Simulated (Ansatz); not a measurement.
Basis-set series for FH5NSi2 (`N[Si](F)[SiH3]`) radical. Charge 0, multiplicity 2. The geometry is a stationary point of PBE0-D4/def2-TZVP. It is one conformer, not always the lowest.

| functional | basis | functions | energy (Eh) | HOMO (eV) | LUMO (eV) |
| --- | --- | --- | --- | --- | --- |
| PBE0-D4 | def2-SVP | 89 | -735.91167 | -5.73 | -2.12 |
| PBE0-D4 | def2-QZVPP | 404 | -736.34916 | -5.89 | -2.25 |
| ωB97M-V | def2-SVP | 89 | -736.20520 | -7.42 | -0.45 |
| ωB97M-V | def2-QZVPP | 404 | -736.64682 | -7.60 | -0.71 |

(1) Give the rows for def2-TZVPP. (An estimate is asked.)

## Answers

(1) The calculation gave: 
| functional | basis | functions | energy (Eh) | HOMO (eV) | LUMO (eV) |
| --- | --- | --- | --- | --- | --- |
| PBE0-D4 | def2-TZVPP | 216 | -736.31977 | -5.85 | -2.19 |
| ωB97M-V | def2-TZVPP | 216 | -736.61907 | -7.55 | -0.61 |

HOMO and LUMO are taken over both spins.

Results of the Gaussian-basis code of Ansatz.
